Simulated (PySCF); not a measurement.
## How methods differ on the excitation energy of Sb

Sb [Kr] 4d10 5s2 5p3 (4S) → Sb [Kr] 4d10 5s2 5p2 5d1 (high-spin determinant), as a difference of total energies. Calculation: PySCF 2.14, in aug-cc-pVQZ-PP with one added diffuse shell each of s, p, d, f, g type with ECP28MDF (8s8p6d4f3g, 117 functions); scalar relativity through the core potential. Correlated levels: valence: 4s2 4p6 4d10 frozen. The calculations carry no spin-orbit coupling.

```
           method  excitation energy (eV)
              UHF                   6.851
              LDA                   6.775
              PBE                   6.608
             PBE0                   6.811
           r2SCAN                   7.043
          wB97X-V                   6.983
              M06                   6.431
            B3LYP                   6.669
    MP2 (valence)                   7.096
SCS-MP2 (valence)                   7.030
```

Problem. How much does correlation contribute at MP2 (valence)?

Solution. 7.096 − (6.851) = 0.245 eV, measured against UHF.

The promoted electron is Rydberg-like, and one or two diffuse shells describe it only roughly, which tends to raise the upper state.

The determinant of the upper state mixes LS terms, which raises its energy above the lowest term, most at the Hartree-Fock and MP2 levels.
